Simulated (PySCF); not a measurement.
ClH₇Si₃. Atoms are numbered in the order given.

```xyz
11

Si    -2.2028     0.1566     0.5104
Si    -0.2896     1.4843     0.1781
Si     1.5626     0.0422     0.1895
Cl     0.9805    -1.6513    -0.8996
H     -1.9945    -0.7142     1.7040
H     -3.4039     1.0127     0.7392
H     -2.4291    -0.6965    -0.6896
H     -0.3644     2.1881    -1.1372
H     -0.1422     2.5051     1.2604
H      1.8993    -0.3950     1.5735
H      2.7833     0.6080    -0.4492
```
Charge 0, spin multiplicity 1.

Geometry: B3LYP-D3(BJ)/def2-SVP. Other conformers were not sampled.

Calculation: SMD-B3LYP/def2-SVP in PySCF.

Solvation free energies are E(SMD) − E(gas) at the gas-phase geometry, for 1 M in both phases. In vacuum the dipole moment is 1.36 D.

```
solvent    ΔG(solv) (kcal/mol)  its non-electrostatic (CDS) part  dipole (D)
---------  -------------------  --------------------------------  ----------
water                      2.9                               4.1        1.88
1-octanol                 -1.7                              -0.6        1.79
toluene                   -1.8                              -1.3        1.58
```
